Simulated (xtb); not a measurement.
C₂H₆Si, charge +1, doublet, from a rough starting geometry (a state made from the parent by changing its charge; the spin is typed, not shown lowest); GFN2-xTB in xtb 6.7.1.

The xtb input:
```
$ xtb mol.xyz --gfn 2 --chrg 1 --uhf 1 --opt vtight --json

# file mol.xyz
9

Si    -0.01820879     0.04236597     1.27497958
C      0.60037809     1.34141904     0.02725945
H      0.13366311     2.31322824     0.24856403
H      0.38780949     1.06149122    -1.01795395
H      1.61680247     1.53731897     0.15399325
C     -0.62500138    -1.32887859    -0.00186973
H      0.21677792    -1.81830217    -0.44695113
H     -1.28557296    -0.96135391    -0.77596561
H     -1.14494171    -2.12085614     0.55718161
```

Q: Predict the main parts of the log of this xtb run.

A: 
```
   ID    Z sym.   atoms
    1   14 Si     1
    2    6 C      2, 6
    3    1 H      3-5, 7-9

           -------------------------------------------------
          |                Calculation Setup                |
           -------------------------------------------------

           -------------------------------------------------
          |                 G F N 2 - x T B                 |
           -------------------------------------------------

          ...................................................
          :                      SETUP                      :
          :.................................................:
          :  # basis functions                  24          :
          :  # atomic orbitals                  23          :
          :  # shells                           13          :
          :  # electrons                        17          :
          :  max. iterations                   250          :
          :  Hamiltonian                  GFN2-xTB          :
          :  restarted?                      false          :
          :  GBSA solvation                  false          :
          :  PC potential                    false          :
          :  electronic temp.          300.0000000     K    :
          :  accuracy                    1.0000000          :
          :  -> integral cutoff          0.2500000E+02      :
          :  -> integral neglect         0.1000000E-07      :
          :  -> SCF convergence          0.1000000E-05 Eh   :
          :  -> wf. convergence          0.1000000E-03 e    :
          :  Broyden damping             0.4000000          :
          :  net charge                          1          :
          :  unpaired electrons                  1          :
          ...................................................

 iter      E             dE          RMSdq      gap      omega  full diag
   1     -8.6206865 -0.862069E+01  0.660E+00    2.27       0.0  T
   2     -8.6694978 -0.488114E-01  0.620E+00    1.87       1.0  T
   3     -8.6753781 -0.588022E-02  0.403E+00    2.01       1.0  T
   4     -8.6682254  0.715267E-02  0.179E+00    1.90       1.0  T
   5     -8.6688822 -0.656843E-03  0.103E+00    2.26       1.0  T
   6     -8.6776660 -0.878381E-02  0.112E-01    2.11       1.0  T
   7     -8.6776655  0.543155E-06  0.420E-02    2.12       1.0  T
   8     -8.6776706 -0.510969E-05  0.222E-02    2.12       1.5  T
   9     -8.6776688  0.183924E-05  0.241E-02    2.12       1.4  T
  10     -8.6776721 -0.333200E-05  0.131E-02    2.11       2.5  T
  11     -8.6776731 -0.995606E-06  0.215E-03    2.11      15.5  T
  12     -8.6776731 -0.278048E-07  0.519E-04    2.12      64.3  T
  13     -8.6776731 -0.940467E-09  0.280E-04    2.12     118.9  T

   *** convergence criteria satisfied after 13 iterations ***

         :::::::::::::::::::::::::::::::::::::::::::::::::::::
         ::                     SUMMARY                     ::
         :::::::::::::::::::::::::::::::::::::::::::::::::::::
         :: total energy              -8.550308803832 Eh    ::
         :: gradient norm              0.074893679453 Eh/a0 ::
         :: HOMO-LUMO gap              2.115279919324 eV    ::
         ::.................................................::
         :: SCC energy                -8.677672263411 Eh    ::
         :: -> isotropic ES            0.103281860341 Eh    ::
         :: -> anisotropic ES         -0.012473297089 Eh    ::
         :: -> anisotropic XC          0.000742539368 Eh    ::
         :: -> dispersion             -0.003107610461 Eh    ::
         :: repulsion energy           0.127363459580 Eh    ::
         :: add. restraining           0.000000000000 Eh    ::
         :: total charge               1.000000000000 e     ::
         :::::::::::::::::::::::::::::::::::::::::::::::::::::

      -----------------------------------------------------------
     |                   =====================                   |
     |                        A N C O P T                        |
     |                   =====================                   |
     |               Approximate Normal Coordinate               |
     |                Rational Function Optimizer                |
      -----------------------------------------------------------
      -----------------------------------------------------------
     |                   =====================                   |
     |                        A N C O P T                        |
     |                   =====================                   |
     |               Approximate Normal Coordinate               |
     |                Rational Function Optimizer                |
      -----------------------------------------------------------

          ...................................................
          :                      SETUP                      :
          :.................................................:
          :   optimization level         verytight          :
          :   max. optcycles                   200          :
          :   ANC micro-cycles                  20          :
          :   degrees of freedom                21          :
          :.................................................:
          :   RF solver                   davidson          :
          :   write xtbopt.log                true          :
          :   linear?                        false          :
          :   energy convergence         0.1000000E-06 Eh   :
          :   grad. convergence          0.2000000E-03 Eh/α :
          :   maxmium RF displ.          1.0000000          :
          :   Hlow (freq-cutoff)         0.1000000E-01      :
          :   Hmax (freq-cutoff)         5.0000000          :
          :   S6 in model hess.         20.0000000          :
          ...................................................

generating ANC from exact Hessian ...
Using Lindh-Hessian (1995)
[...]
 * total energy  :    -8.5681179 Eh     change       -0.2241332E-04 Eh
 * total energy  :    -8.5681231 Eh     change       -0.5271971E-05 Eh
 * total energy  :    -8.5681289 Eh     change       -0.5819808E-05 Eh
 * total energy  :    -8.5681318 Eh     change       -0.2814624E-05 Eh
 * total energy  :    -8.5681321 Eh     change       -0.3144236E-06 Eh
 * total energy  :    -8.5681323 Eh     change       -0.2047042E-06 Eh
 * total energy  :    -8.5681325 Eh     change       -0.2193507E-06 Eh
 * total energy  :    -8.5681328 Eh     change       -0.2625898E-06 Eh
 * total energy  :    -8.5681331 Eh     change       -0.3173769E-06 Eh
 * total energy  :    -8.5681335 Eh     change       -0.3837524E-06 Eh
 * total energy  :    -8.5681337 Eh     change       -0.2757057E-06 Eh
 * total energy  :    -8.5681339 Eh     change       -0.1285064E-06 Eh
 * total energy  :    -8.5681339 Eh     change       -0.6813360E-07 Eh
   *** GEOMETRY OPTIMIZATION CONVERGED AFTER 53 ITERATIONS ***
[...]
   1     -8.6939544 -0.869395E+01  0.375E-05    1.44       0.0  T
   2     -8.6939544 -0.902389E-12  0.205E-05    1.44    1627.7  T
   3     -8.6939544 -0.161648E-12  0.726E-06    1.44    4589.2  T

   *** convergence criteria satisfied after 3 iterations ***

         :::::::::::::::::::::::::::::::::::::::::::::::::::::
         ::                     SUMMARY                     ::
         :::::::::::::::::::::::::::::::::::::::::::::::::::::
         :: total energy              -8.568133938851 Eh    ::
         :: gradient norm              0.000023388038 Eh/a0 ::
         :: HOMO-LUMO gap              1.440576372937 eV    ::
         ::.................................................::
         :: SCC energy                -8.693953484549 Eh    ::
         :: -> isotropic ES            0.100788727737 Eh    ::
         :: -> anisotropic ES         -0.014823442604 Eh    ::
         :: -> anisotropic XC         -0.002700309834 Eh    ::
         :: -> dispersion             -0.002908075298 Eh    ::
         :: repulsion energy           0.125819545698 Eh    ::
         :: add. restraining           0.000000000000 Eh    ::
         :: total charge               1.000000000000 e     ::
         :::::::::::::::::::::::::::::::::::::::::::::::::::::

           -------------------------------------------------
          |                Property Printout                |
           -------------------------------------------------

    * Orbital Energies and Occupations

         #    Occupation            Energy/Eh            Energy/eV
      -------------------------------------------------------------
         1        2.0000           -0.9146583             -24.8891
         2        2.0000           -0.7769859             -21.1429
         3        2.0000           -0.7346337             -19.9904
         4        2.0000           -0.6690381             -18.2055
         5        2.0000           -0.6678947             -18.1743
         6        2.0000           -0.6643593             -18.0781
         7        2.0000           -0.6639878             -18.0680
         8        2.0000           -0.6335395             -17.2395
         9        1.0000           -0.5255364             -14.3006 (HOMO)
        10                         -0.4725962             -12.8600 (LUMO)
        11                         -0.3701406             -10.0720
        12                         -0.3449398              -9.3863
        13                         -0.2804563              -7.6316
        14                         -0.2639824              -7.1833
        15                         -0.2437456              -6.6327
        16                         -0.0008773              -0.0239
        17                          0.0131054               0.3566
        18                          0.0227492               0.6190
        19                          0.0295239               0.8034
        20                          0.0408935               1.1128
       ...                                ...                  ...
        23                          0.2644338               7.1956
      -------------------------------------------------------------
                  HL-Gap            0.0529402 Eh            1.4406 eV
             Fermi-level           -0.5393021 Eh          -14.6752 eV

     #   Z          covCN         q      C6AA      α(0)
     1  14 Si       1.753     0.572   176.614    28.245
     2   6 C        3.649    -0.195    24.707     7.141
     3   1 H        0.924     0.148     1.406     1.854
     4   1 H        0.924     0.130     1.536     1.938
     5   1 H        0.924     0.131     1.529     1.934
     6   6 C        3.649    -0.195    24.707     7.141
     7   1 H        0.924     0.130     1.535     1.937
     8   1 H        0.924     0.131     1.531     1.935
     9   1 H        0.924     0.148     1.406     1.854

 Mol. C6AA /au·bohr⁶  :        906.226412
 Mol. C8AA /au·bohr⁸  :      35509.567499
 Mol. α(0) /au        :         53.977946

Wiberg/Mayer (AO) data.
largest (>0.10) Wiberg bond orders for each atom

 ---------------------------------------------------------------------------
     #   Z sym  total        # sym  WBO       # sym  WBO       # sym  WBO
 ---------------------------------------------------------------------------
     1  14 Si   2.416 --     2 C    1.073     6 C    1.073
     2   6 C    3.966 --     1 Si   1.073     4 H    0.936     5 H    0.936
                             3 H    0.928
     3   1 H    0.978 --     2 C    0.928
     4   1 H    0.983 --     2 C    0.936
     5   1 H    0.983 --     2 C    0.936
     6   6 C    3.966 --     1 Si   1.073     7 H    0.936     8 H    0.936
                             9 H    0.928
     7   1 H    0.983 --     6 C    0.936
     8   1 H    0.983 --     6 C    0.936
     9   1 H    0.978 --     6 C    0.928
 ---------------------------------------------------------------------------

Topologies differ in total number of bonds
Writing topology from bond orders to xtbtopo.mol

molecular dipole:
                 x           y           z       tot (Debye)
 q only:       -0.319       0.143       0.623
   full:       -0.241       0.109       0.458       1.345
molecular quadrupole (traceless):
                xx          xy          yy          xz          yz          zz
 q only:       -2.218       3.949       5.144      -0.705       0.297      -2.926
  q+dip:       -2.340       4.472       5.972      -0.466       0.195      -3.631
   full:       -1.061       2.851       4.214       0.518      -0.226      -3.153

optimized geometry written to: xtbopt.xyz

           -------------------------------------------------
          | TOTAL ENERGY               -8.568133938851 Eh   |
          | GRADIENT NORM               0.000023388038 Eh/α |
          | HOMO-LUMO GAP               1.440576372937 eV   |
           -------------------------------------------------

normal termination of xtb
```
